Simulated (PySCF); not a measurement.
# Ionisation energy of V⁶⁺ by level of theory

V⁶⁺ [Ne] 3s2 3p5 (2P) → V⁷⁺ [Ne] 3s2 3p4 (3P), as a difference of total energies. Computed with PySCF 2.14 in an uncontracted even-tempered set (20 s from 0.19 bohr⁻², ratio 2.5; 13 p from 0.24 bohr⁻², ratio 2.5; 5 d from 2.8 bohr⁻², ratio 2.7; 5 f from 4.1 bohr⁻², ratio 2.7), with scalar relativity by spin-free X2C-1e. Correlated levels: outer shells: 1s2 frozen; virtual orbitals above 40 to 60 times the deepest correlated orbital energy dropped. The calculations carry no spin-orbit coupling.

Problem. Order these methods by the ionisation energy they give, lowest first.
A. r2SCAN
B. LDA
C. revPBE
D. M06

Solution. C (150.39 eV), D (150.46 eV), A (150.58 eV), B (150.67 eV).

A first-order spin-orbit estimate (lowest level to lowest level, LS coupling) adds -0.019 eV.

For comparison: 150.72 ± 0.13 eV (semi-empirical (NIST evaluation); NIST Atomic Spectra Database, ionization energies).
